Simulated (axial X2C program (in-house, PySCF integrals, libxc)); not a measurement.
BiP: properties at the nuclei

Calculated with an in-house all-electron X2C program for linear molecules (integrals from PySCF): two-component X2C with atomic mean-field Coulomb and Gaunt terms, Gaussian nuclei, basis Bi dyall-cv3z, P dyall-v3z with contracted cores.

R = 2.283 Å (near the PBE0 minimum at charge 0 of the determinant lowest at the starting distance; the state shown can have its own minimum elsewhere).

Determinant lowest in the PBE0 search, Ω = 0 (closed shell), highest spinor 62% P p, 33% Bi p, 3% Bi d:

```csv
level,qzz Bi (a.u.),qzz P (a.u.),μ (D)
PBE0,-9.94,-0.84,-2.24
HF,-9.99,-1.06,-2.31
LDA,-9.18,-0.82,-1.94
r2SCAN,-10.03,-0.85,-2.17
BHandHLYP,-9.83,-0.93,-2.23
```

Determinant 1.40 eV from it at PBE0 and this distance, Ω = 1 (⟨Sz⟩ = 0.98, ⟨Lz⟩ = 0.02 at PBE0), spin on the atoms Bi 0.28, P 0.70:

| level | Eeff magnitude (GV/cm) | Ws magnitude Bi (kHz) | A∥/gI Bi (MHz) | qzz Bi (a.u.) | A∥/gI P (MHz) | qzz P (a.u.) | μ (D) |
| --- | --- | --- | --- | --- | --- | --- | --- |
| PBE0 | 11 | 12.7 | -1550 | -6.05 | -79.6 | -0.96 | -1.68 |
| HF | 2.65 | 4.25 | -717 | -5.68 | -54.5 | -1.04 | -1.42 |
| LDA | 16.1 | 19.1 | -1660 | -5.98 | -63.5 | -0.95 | -1.55 |
| r2SCAN | 8.85 | 10.1 | -1820 | -5.87 | -38.7 | -0.98 | -1.62 |
| BHandHLYP | 8.34 | 9.29 | -1270 | -6.14 | -58.5 | -0.97 | -1.66 |

Eeff is the effective electric field on the electron electric dipole moment in this Ω state and Ws the scalar–pseudoscalar constant of the nucleus named (defined with the proton number Z and per Ω); A∥ (defined per Ω) follows by multiplying with gI = μI/(I μN); qzz is the electric field gradient, eQq0 = 234.96 MHz × Q/barn × qzz; μ is positive if the P end (last atom) is positive. The operators were transformed with the bare-nucleus X2C matrices; with these basis sets, hyperfine constants and field gradients can be off by tens of per cent, and where levels differ in sign neither size nor sign is settled.

(1) With Q(209Bi) = -0.516 barn (Q from Pyykkö, Mol. Phys. 2018), turn the PBE0 values of the first state into constants in MHz.

Each state is one determinant with collinear spin, which with several unpaired electrons need not be a pure state. Unrestricted Hartree–Fock can overshoot spin polarisation at the nuclei. In the state Ω = 1 the sign of Eeff differs between levels (HF against PBE0). A closed determinant beside an open π² or δ² triplet, such as (π1/2)², mixes with its partner pair into the 0⁺ component of the triplet and ¹Σ⁺, so its energy is not that of a level, and 0⁺ can lie lowest. With several open shells hyperfine constants can be off by a factor of several. Where Eeff spreads by more than a factor of two the levels disagree and none is to be relied on. Open-shell Ω = 0 determinants with evenly filled partner blocks cannot be reached by this program, so the Ω shown need not be the lowest component. The search compared states at one distance, so a state with another bond length can lie lower. The sign of Ws at Bi differs between levels in the second state. Further determinants of the search, some of them spin-mixed, are not shown. PBE0 term energies can be off by some tenths of an eV.

## Answers

(1) eQq0(209Bi) = 234.96 × (-0.516) × (-9.94) = 1210 MHz.
